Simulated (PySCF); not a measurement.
C2H7N2, SMILES C([CH]N)N, multiplicity 2. Atoms are numbered in the order given.

```xyz
11

N      1.5285    -0.2686     0.2099
C      0.6375     0.7201    -0.1981
C     -0.7294     0.2528    -0.5790
N     -1.2759    -0.6079     0.4784
H      1.0536    -1.0110     0.7234
H      2.3662     0.0558     0.6840
H      1.0660     1.5965    -0.6942
H     -1.3558     1.1342    -0.8286
H     -0.6967    -0.3698    -1.5019
H     -1.5176    -0.0425     1.2937
H     -2.1322    -1.0657     0.1677
```
Charge 0, spin multiplicity 2.

The structure is a stationary point at B3LYP-D3(BJ)/def2-SVP. The isomer is the one that the SMILES or the coordinates give; other isomers of the formula were not compared. Other conformers were not sampled.

Two levels are set side by side: PBE/pcH-1 (PySCF) and B3LYP/pcH-1 (PySCF). Contact hyperfine couplings, same geometry. Differences are taken from unrounded values.

```tsv
quantity	B3LYP	PBE	PBE minus B3LYP
A(iso) of 14N, atom N1 (MHz)	12.8	10.7	-2.0
A(iso) of 13C, atom C2 (MHz)	117.3	96.1	-21.2
A(iso) of 13C, atom C3 (MHz)	-23.0	-20.7	2.3
A(iso) of 14N, atom N4 (MHz)	13.1	15.0	2.0
A(iso) of 1H, atom H5 (MHz)	4.2	5.3	1.1
A(iso) of 1H, atom H6 (MHz)	15.1	15.3	0.2
A(iso) of 1H, atom H7 (MHz)	-31.6	-28.7	3.0
A(iso) of 1H, atom H8 (MHz)	13.6	12.5	-1.0
A(iso) of 1H, atom H9 (MHz)	103.2	100.2	-3.0
A(iso) of 1H, atom H10 (MHz)	-1.0	-0.6	0.4
A(iso) of 1H, atom H11 (MHz)	-0.4	0.0	0.5
```

Rough cost on one machine, each run with all the roots and properties that it gave: B3LYP against PBE within a factor of 2.
